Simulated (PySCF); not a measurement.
Property card for `N#C[C@H](F)C#CC#N`

Compound: C₅HFN₂.
SMILES with atom numbers: `[N:1]#[C:2][C:3]#[C:4][C@@H:5]([F:6])[C:7]#[N:8]` (hydrogens: H9 on C5)

Among its groups: nitrile, alkyne and C–F bond.

**GFN2-xTB geometry**

```yaml
Point_group_of_the_GFN2-xTB_geometry: C1
Rotational_constants_A_B_C_of_the_GFN2-xTB_geometry: 4.751, 0.950, 0.816 GHz
```

PBE0/def2-SVPD ground state and vertical TDDFT (core frozen in the response) (PySCF):

```yaml
Dipole_moment: 3.09 D
HOMO_energy: -9.48 eV
LUMO_energy: -2.77 eV
HOMO–LUMO_gap: 6.71 eV
Lowest_singlet_excitation: 4.86 eV (255 nm, f = 0.001)
Strongest_line_among_the_6_lowest_singlet_transitions: S5 at 7.20 eV (172 nm, f = 0.118)
Lowest_triplet_excitation_Tamm–Dancoff: 4.04 eV
Static_isotropic_polarisability: 69.3 au
Electronic_spatial_extent_⟨r²⟩_about_the_centre_of_nuclear_charge: 1235 bohr²
```

**PBE0/pcSseg-1 ground state and GIAO shieldings, non-relativistic (PySCF)**

```yaml
Lowest_Hirshfeld_atomic_charge: -0.17 e on N8
Highest_Hirshfeld_atomic_charge: +0.11 e on C5
13C_chemical_shifts_computed_TMS_as_zero_by_class: 115.6 (C7), 110.1 (C2), 75.1 (C3), 75.0 (C4), 69.1 (C5) ppm
1H_chemical_shifts_computed_TMS_as_zero_by_class: 5.84 (H9) ppm
Isotropic_shieldings_of_nuclei_other_than_C_and_H_by_class: -57 (N1), -53 (N8), 379 (F6) ppm
Mayer_bond_orders_between_heavy_atoms: N1–C2 2.88, C2–C3 1.11, C3–C4 2.13, C4–C5 1.05, C5–F6 0.93, C5–C7 0.99, C7–N8 3.02
```

Monoisotopic mass from the formula: 108.0124 u.

The vertical singlet–triplet gap S1 − T1 is 0.82 eV (TDDFT singlet less Tamm–Dancoff triplet; S1: HOMO→LUMO, weight 0.93; T1: HOMO−1→LUMO, weight 0.64). The polarisability is 10.27 Å³ as a volume (1 au = 0.148185 Å³), or 1.28 au for each of the 54 electrons. The largest Löwdin shares of the LUMO are 0.20 on C4, 0.19 on C3, 0.17 on N1 and 0.13 on C2. A dipole of 3.09 D is allowed in C1, and pure rotational transitions are dipole-allowed.

Isolated species at its GFN2-xTB geometry, gas phase.
